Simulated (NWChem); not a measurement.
System: C2H7FSi; SMILES [SiH3][C@H](F)C

Here is an NWChem input.

```
start job
memory heap 200 mb stack 900 mb global 1100 mb
geometry units angstroms noautosym nocenter noautoz
  C      1.155476    -1.288266     0.129736
  C     -0.034786    -0.503007    -0.396954
  F     -1.221561    -1.029327     0.153190
  Si    -0.016402     1.367939     0.037420
  H      1.250018    -1.183952     1.229643
  H      1.042333    -2.366664    -0.105025
  H      2.096841    -0.930841    -0.335118
  H     -0.102789    -0.621393    -1.504267
  H     -1.264945     2.018162    -0.486750
  H      0.042529     1.520434     1.532089
  H      1.187981     2.031358    -0.578977
end
basis spherical
  C library def2-svp
  F library def2-svp
  Si library def2-svp
  H library def2-svp
end
dft
  xc b3lyp
  iterations 150
  mulliken
end
task dft energy
esp
  recalculate
  probe 0.07
  range 0.3
  factor 1.0
  spacing 0.02
end
task esp
```

Output (shortened):

```
             Northwest Computational Chemistry Package (NWChem) 7.3.0
             --------------------------------------------------------

                             Geometry "geometry" -> ""
                             -------------------------

 Output coordinates in angstroms (scale by  1.889725989 to convert to a.u.)

  No.       Tag          Charge          X              Y              Z
 ---- ---------------- ---------- -------------- -------------- --------------
    1 C                    6.0000     1.15547600    -1.28826600     0.12973600
    2 C                    6.0000    -0.03478600    -0.50300700    -0.39695400
    3 F                    9.0000    -1.22156100    -1.02932700     0.15319000
    4 Si                  14.0000    -0.01640200     1.36793900     0.03742000
    5 H                    1.0000     1.25001800    -1.18395200     1.22964300
    6 H                    1.0000     1.04233300    -2.36666400    -0.10502500
    7 H                    1.0000     2.09684100    -0.93084100    -0.33511800
    8 H                    1.0000    -0.10278900    -0.62139300    -1.50426700
    9 H                    1.0000    -1.26494500     2.01816200    -0.48675000
   10 H                    1.0000     0.04252900     1.52043400     1.53208900
   11 H                    1.0000     1.18798100     2.03135800    -0.57897700

 Effective nuclear repulsion energy (a.u.)     171.1085381582

                                 NWChem DFT Module
                                 -----------------

 Summary of "ao basis" -> "ao basis" (spherical)
 ------------------------------------------------------------------------------
       Tag                 Description            Shells   Functions and Types
 ---------------- ------------------------------  ------  ---------------------
 C                          def2-svp                 6       14   3s2p1d
 F                          def2-svp                 6       14   3s2p1d
 Si                         def2-svp                 8       18   4s3p1d
 H                          def2-svp                 3        5   2s1p

            General Information
            -------------------
          SCF calculation type: DFT
          Wavefunction type:  closed shell.
          No. of atoms     :    11
          No. of electrons :    42
           Alpha electrons :    21
            Beta electrons :    21
          Charge           :     0
          Spin multiplicity:     1
          Use of symmetry is: off; symmetry adaption is: off
          Maximum number of iterations: 150
          AO basis - number of functions:    95
                     number of shells:    47
          Convergence on energy requested:  1.00D-06
          Convergence on density requested:  1.00D-05
          Convergence on gradient requested:  5.00D-04

              XC Information
              --------------
                         B3LYP Method XC Potential
                     Hartree-Fock (Exact) Exchange  0.200
                        Slater Exchange Functional  0.800 local
                    Becke 1988 Exchange Functional  0.720 non-local
              Lee-Yang-Parr Correlation Functional  0.810
                  VWN I RPA Correlation Functional  0.190 local

             Grid Information
             ----------------
          Grid used for XC integration:  medium
          Radial quadrature: Mura-Knowles
          Angular quadrature: Lebedev.
          Tag              B.-S. Rad. Rad. Pts. Rad. Cut. Ang. Pts.
          ---              ---------- --------- --------- ---------
          C                   0.70       49          11.0       434
          F                   0.50       49          10.0       434
          Si                  1.10       88          11.0       590
          H                   0.35       45          12.0       434
          Grid pruning is: on
          Number of quadrature shells:   550
          Spatial weights used:  Erf1

      Superposition of Atomic Density Guess
      -------------------------------------

 Sum of atomic energies:        -466.77562981

      Non-variational initial energy
      ------------------------------

 Total energy =    -468.494402
 1-e energy   =    -983.945440
 2-e energy   =     344.342499
 HOMO         =      -0.319389
 LUMO         =       0.083646

     ---------------------------------------------
      Total Density - Mulliken Population Analysis
     ---------------------------------------------

    Atom       Charge   Shell Charges
 -----------   ------   -------------------------------------------------------
    1 C    6     6.27   1.99  0.96  0.20  2.05  1.05  0.02
    2 C    6     5.85   1.99  0.94  0.31  1.69  0.87  0.05
    3 F    9     9.47   1.99  1.14  0.79  3.46  2.09  0.00
    4 Si  14    13.59   2.00  1.99  1.02  0.29  5.94  1.14  1.10  0.12
    5 H    1     0.90   0.67  0.21  0.02
    6 H    1     0.90   0.67  0.20  0.02
    7 H    1     0.88   0.66  0.20  0.02
    8 H    1     0.92   0.69  0.21  0.02
    9 H    1     1.07   0.69  0.37  0.01
   10 H    1     1.08   0.69  0.37  0.01
   11 H    1     1.07   0.69  0.37  0.01

   convergence    iter        energy       DeltaE   RMS-Dens  Diis-err
 ---------------- ----- ----------------- --------- --------- ---------
 d= 0,ls=0.0,diis     1   -469.4775484080 -6.41D+02  1.13D-02  4.96D-01
 d= 0,ls=0.0,diis     2   -469.4687799860  8.77D-03  5.90D-03  7.48D-01
 d= 0,ls=0.0,diis     3   -469.5360372468 -6.73D-02  1.03D-03  3.05D-02
 d= 0,ls=0.0,diis     4   -469.5384682542 -2.43D-03  3.47D-04  1.47D-03
 d= 0,ls=0.0,diis     5   -469.5386117805 -1.44D-04  1.03D-04  1.36D-04
  Resetting Diis
 d= 0,ls=0.0,diis     6   -469.5386292599 -1.75D-05  2.06D-05  2.61D-06
 d= 0,ls=0.0,diis     7   -469.5386296416 -3.82D-07  7.46D-06  1.44D-07

         Total DFT energy =     -469.538629641575
      One electron energy =     -987.281450881540
           Coulomb energy =      391.448811347461
    Exchange-Corr. energy =      -44.814528265744
 Nuclear repulsion energy =      171.108538158247

 Numeric. integr. density =       41.999995755821

                       DFT Final Molecular Orbital Analysis
                       ------------------------------------

 Vector   19  Occ=2.000000D+00  E=-3.488591D-01
              MO Center= -5.0D-02,  1.6D+00, -3.2D-01, r^2= 3.0D+00
   Bfn.  Coefficient  Atom+Function         Bfn.  Coefficient  Atom+Function
  ----- ------------  ---------------      ----- ------------  ---------------
    81      0.323196   9 H  s                91     -0.312240  11 H  s
    50     -0.284263   4 Si px               53     -0.189067   4 Si px
    92     -0.182348  11 H  s                82      0.181015   9 H  s
    47      0.160485   4 Si px               33      0.126283   3 F  py
    36     -0.090475   3 F  py                5      0.085637   1 C  py

 Vector   20  Occ=2.000000D+00  E=-3.358051D-01
              MO Center= -2.9D-01, -2.4D-01,  8.3D-03, r^2= 3.4D+00
   Bfn.  Coefficient  Atom+Function         Bfn.  Coefficient  Atom+Function
  ----- ------------  ---------------      ----- ------------  ---------------
    34      0.313727   3 F  pz               76     -0.225380   8 H  s
    37     -0.219968   3 F  pz               32      0.213385   3 F  px
     4     -0.211462   1 C  px               20      0.212410   2 C  pz
    86     -0.183620  10 H  s                35     -0.155755   3 F  px
     3      0.152260   1 C  s                33     -0.151916   3 F  py

[...]

                     NWChem Electrostatic Potential Fit Module
                     -----------------------------------------

 Atom parameters

 Number of atoms is                                   11
 Number of basis functions is                         95

 Grid parameters

 Maximum number of grid points is                  44560
 Number of grid points is                          44559
 Grid range                                     0.300000 nm
 Grid spacing                                   0.020000 nm
 Probe radius                                   0.070000 nm
 Atom radius factor                             1.000000

 Atomic radii

    1    0.100000
    6    0.147000
    9    0.128000
   14    0.187000
 FASTESP  F
  using M.O. file = ./job.movecs

    Atom              Coordinates                           Charge

                                                  ESP

    1 C     0.115548   -0.128827    0.012974   -0.121504
    2 C    -0.003479   -0.050301   -0.039695    0.398653
    3 F    -0.122156   -0.102933    0.015319   -0.324602
    4 Si   -0.001640    0.136794    0.003742    0.278917
    5 H     0.125002   -0.118395    0.122964    0.031849
    6 H     0.104233   -0.236666   -0.010503    0.040984
    7 H     0.209684   -0.093084   -0.033512    0.011294
    8 H    -0.010279   -0.062139   -0.150427   -0.043862
    9 H    -0.126495    0.201816   -0.048675   -0.083660
   10 H     0.004253    0.152043    0.153209   -0.081639
   11 H     0.118798    0.203136   -0.057898   -0.106430
                                            ------------
                                                0.000000

 Dipole moment                                  0.672073

 Quadrupole moment Qxx                         -2.002230
                   Qyy                         -0.958137
                   Qzz                          2.960366

 RMS deviation kJ/mol                           0.052558

 RRMS %                                        34.973839
```

Level: B3LYP/def2-SVP. Structure relaxed at the PBE-D3(BJ)/def2-SVP level.
